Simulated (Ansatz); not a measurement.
`BCO[SiH2][SiH3]` + `C=C(O)Cl` → `C=C(Cl)O[SiH3]` + `BCO[SiH3]`  (cleavage of the Si–Si bond)

Isolated molecules relaxed with PBE0-D4/def2-TZVP in Ansatz; ΔE leaves out vibrations. CCSD(T)/CBS is the MP2 limit (def2-TZVPP, def2-QZVPP) plus CCSD(T) − MP2 in def2-TZVPP, frozen cores. Functionals use def2-TZVPP. One conformer a species, not always the lowest.

`BCO[SiH2][SiH3]`:

Cartesian coordinates in Å:
```
B 0.125 -2.252 1.734
C 0.359 -1.228 0.598
O 0.449 0.122 1.010
Si 0.709 1.352 -0.057
Si -1.051 1.591 -1.597
H 0.023 -1.921 2.876
H 0.046 -3.407 1.427
H -0.450 -1.368 -0.144
H 1.269 -1.537 0.050
H 1.973 1.115 -0.819
H 0.855 2.582 0.760
H -1.223 0.358 -2.415
H -2.337 1.873 -0.904
H -0.747 2.720 -2.519
```

`C=C(O)Cl`:

Cartesian coordinates in Å:
```
C 0.867 -0.038 0.285
C -0.336 -0.274 -0.223
O -1.384 0.565 -0.260
Cl -0.750 -1.774 -0.949
H 1.635 -0.794 0.258
H 1.093 0.920 0.736
H -1.125 1.396 0.153
```

`C=C(Cl)O[SiH3]`:

Z-matrix (Å, degrees):
```
Si
O 1 1.669
H 1 1.479 2 102.9
H 1 1.482 2 111.0 3 -118.4
H 1 1.482 2 111.0 3 118.4
C 2 1.331 1 129.4 3 -180.0
Cl 6 1.744 2 114.8 1 -0.1
C 6 1.324 2 124.2 1 180.0
H 8 1.078 6 120.8 2 -180.0
H 8 1.081 6 119.2 2 -0.1
```

`BCO[SiH3]`:

Z-matrix (Å, degrees):
```
C
O 1 1.414
B 1 1.547 2 115.4
H 1 1.106 2 111.1 3 122.6
H 1 1.106 2 111.1 3 -122.6
Si 2 1.643 1 121.8 3 -179.8
H 3 1.197 1 117.4 2 180.0
H 3 1.194 1 122.2 2 -0.0
H 6 1.491 2 110.8 1 59.7
H 6 1.481 2 106.7 1 179.9
H 6 1.491 2 110.8 1 -59.9
```

```json
{"level": "ωB97M-V", "ΔE (kJ/mol)": "-94.4"}
{"level": "MP2/def2-TZVPP", "ΔE (kJ/mol)": "-101.7"}
{"level": "SCS-MP2/def2-TZVPP", "ΔE (kJ/mol)": "-105.2"}
{"level": "CCSD(T)/def2-TZVPP", "ΔE (kJ/mol)": "-92.3"}
```

Task: What does CCSD(T)/CBS give? (Estimate.)

Result: The calculation gave: -92.7 kJ/mol. The listed levels differ from it by -1.7, -9.0, -12.5, 0.4 kJ/mol.

Largest T1 diagnostic among the species: 0.012.

From PBE to PBE0 (25 % exact exchange), in def2-TZVPP and without D4, ΔE moves by −6.7 kJ/mol. In def2-TZVPP, CCSD(T) changes the Hartree–Fock value by +19.4 kJ/mol (the triples alone add +2.0 kJ/mol) and MP2 by +9.9 kJ/mol.

CCSD(T)/CBS has its own doubt, a few kJ/mol and more with outer-core shells, so smaller differences from it don't rank the levels.
